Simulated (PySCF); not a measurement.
PySCF input (TPSSh/def2-TZVPD):

```python
from pyscf import gto, scf, dft

mol = gto.M(
    atom='''
    In    0.00000000    0.00000000    0.00000000
    I    -0.00000000   -0.00000000   -2.56752908
    I     0.00000000    0.00000000    2.56752908
    ''',
    basis='def2-tzvpd',
    ecp='def2-tzvp',
    charge=1,
    spin=0,
    verbose=4,
)

mf = dft.RKS(mol, xc='tpssh').density_fit(auxbasis='def2-universal-jkfit')
mf.grids.level = 3
mf.conv_tol = 1e-9
mf.max_cycle = 100
mf.max_memory = 1500
mf.kernel()
if not mf.converged:
    mf = mf.newton()
    mf.kernel(mf.make_rdm1())
mf.analyze()
```

End of the output:

```
Extra cycle  E= -785.132795233751  delta_E= -6.82e-13  |g|= 2.31e-06  |ddm|= 4.94e-06
converged SCF energy = -785.132795233751
**** SCF Summaries ****
Total Energy =                        -785.132795233750926
Nuclear Repulsion Energy =             280.816274095910217
One-electron Energy =                -1916.840789019349359
Two-electron Energy =                  850.891719689688216
Two-electron Coulomb Energy =          911.603099783326456
DFT Exchange-Correlation Energy =      -60.711380093638283
HOMO-LUMO gap [eV] =                     3.453475585996090
**** MO energy ****
MO #1   energy= -6.96370082527583  occ= 2
MO #2   energy= -6.96369867703698  occ= 2
MO #3   energy= -5.00108163508595  occ= 2
MO #4   energy= -5.00108153110028  occ= 2
MO #5   energy= -4.98933261991554  occ= 2
MO #6   energy= -4.98933261991553  occ= 2
MO #7   energy= -4.98933259253628  occ= 2
MO #8   energy= -4.98933259253624  occ= 2
MO #9   energy= -4.86278527826143  occ= 2
MO #10  energy= -3.27864684491266  occ= 2
MO #11  energy= -3.27864684491263  occ= 2
MO #12  energy= -3.27273204224625  occ= 2
MO #13  energy= -2.07408513220589  occ= 2
MO #14  energy= -2.07404803359273  occ= 2
MO #15  energy= -2.07020103743262  occ= 2
MO #16  energy= -2.07020103743262  occ= 2
MO #17  energy= -2.07019702577379  occ= 2
MO #18  energy= -2.07019702577378  occ= 2
MO #19  energy= -2.06030781530656  occ= 2
MO #20  energy= -2.06030764040203  occ= 2
MO #21  energy= -2.06030473564562  occ= 2
MO #22  energy= -2.0603045607031   occ= 2
MO #23  energy= -0.998691893467881 occ= 2
MO #24  energy= -0.985679299001227 occ= 2
MO #25  energy= -0.985677149261756 occ= 2
MO #26  energy= -0.983316019866799 occ= 2
MO #27  energy= -0.983316019866797 occ= 2
MO #28  energy= -0.866992978662668 occ= 2
MO #29  energy= -0.858957944806119 occ= 2
MO #30  energy= -0.59404095681369  occ= 2
MO #31  energy= -0.516042917342007 occ= 2
MO #32  energy= -0.465603317519468 occ= 2
MO #33  energy= -0.465603317519461 occ= 2
MO #34  energy= -0.452039979820417 occ= 2
MO #35  energy= -0.452039979820416 occ= 2
MO #36  energy= -0.325127091830887 occ= 0
MO #37  energy= -0.2625587900639   occ= 0
MO #38  energy= -0.262558790063894 occ= 0
MO #39  energy= -0.139339778172245 occ= 0
MO #40  energy= -0.125421554236978 occ= 0
MO #41  energy= -0.102347663639823 occ= 0
MO #42  energy= -0.102347273185636 occ= 0
MO #43  energy= -0.0947477860482247 occ= 0
MO #44  energy= -0.0881455914519314 occ= 0
MO #45  energy= -0.0881455914519233 occ= 0
MO #46  energy= -0.0798788661092038 occ= 0
MO #47  energy= -0.0714479257876774 occ= 0
MO #48  energy= -0.0714479257876706 occ= 0
MO #49  energy= -0.0596461894183843 occ= 0
MO #50  energy= -0.0596461894183789 occ= 0
MO #51  energy= -0.0575923563860685 occ= 0
MO #52  energy= -0.0575916201421584 occ= 0
MO #53  energy= -0.0461594691146407 occ= 0
MO #54  energy= -0.0156063620961722 occ= 0
MO #55  energy= -0.0156063620961706 occ= 0
MO #56  energy= -0.0131227079127222 occ= 0
MO #57  energy= -0.002695332004647 occ= 0
MO #58  energy= 0.00602662235245537 occ= 0
MO #59  energy= 0.00602718124040495 occ= 0
MO #60  energy= 0.02295773491598   occ= 0
MO #61  energy= 0.0229577349160176 occ= 0
MO #62  energy= 0.0229711153984762 occ= 0
MO #63  energy= 0.0229711153985775 occ= 0
MO #64  energy= 0.0302819940345667 occ= 0
MO #65  energy= 0.0356422578216453 occ= 0
MO #66  energy= 0.0631364897727251 occ= 0
MO #67  energy= 0.0631369374380757 occ= 0
MO #68  energy= 0.102111012980889  occ= 0
MO #69  energy= 0.112019592975801  occ= 0
MO #70  energy= 0.112019592975809  occ= 0
MO #71  energy= 0.125763361137992  occ= 0
MO #72  energy= 0.132733516198361  occ= 0
MO #73  energy= 0.132733516198371  occ= 0
MO #74  energy= 0.153851599332647  occ= 0
MO #75  energy= 0.186278761628645  occ= 0
MO #76  energy= 0.186281943717379  occ= 0
MO #77  energy= 0.216343612214509  occ= 0
MO #78  energy= 0.216343612214562  occ= 0
MO #79  energy= 0.227086019458658  occ= 0
MO #80  energy= 0.227088996396175  occ= 0
MO #81  energy= 0.231967944884357  occ= 0
MO #82  energy= 0.231967944884411  occ= 0
MO #83  energy= 0.235371584072622  occ= 0
MO #84  energy= 0.276985782142272  occ= 0
MO #85  energy= 0.30745553138218   occ= 0
MO #86  energy= 0.307455531382195  occ= 0
MO #87  energy= 0.331131764281103  occ= 0
MO #88  energy= 0.355498048731113  occ= 0
MO #89  energy= 0.359737531948807  occ= 0
MO #90  energy= 0.359737531948862  occ= 0
MO #91  energy= 0.423982769486052  occ= 0
MO #92  energy= 0.434170228873987  occ= 0
MO #93  energy= 0.434172481242042  occ= 0
MO #94  energy= 0.474847531568772  occ= 0
MO #95  energy= 0.474847531568778  occ= 0
MO #96  energy= 0.51200533503923   occ= 0
MO #97  energy= 0.512005335039249  occ= 0
MO #98  energy= 0.578430950514575  occ= 0
MO #99  energy= 0.635324741689134  occ= 0
MO #100 energy= 0.663324561129585  occ= 0
MO #101 energy= 0.663324561129595  occ= 0
MO #102 energy= 0.663678167184674  occ= 0
MO #103 energy= 0.663688155833523  occ= 0
MO #104 energy= 0.666974164382383  occ= 0
MO #105 energy= 0.666974164382391  occ= 0
MO #106 energy= 0.683487158163686  occ= 0
MO #107 energy= 0.69985227115201   occ= 0
[...]
```
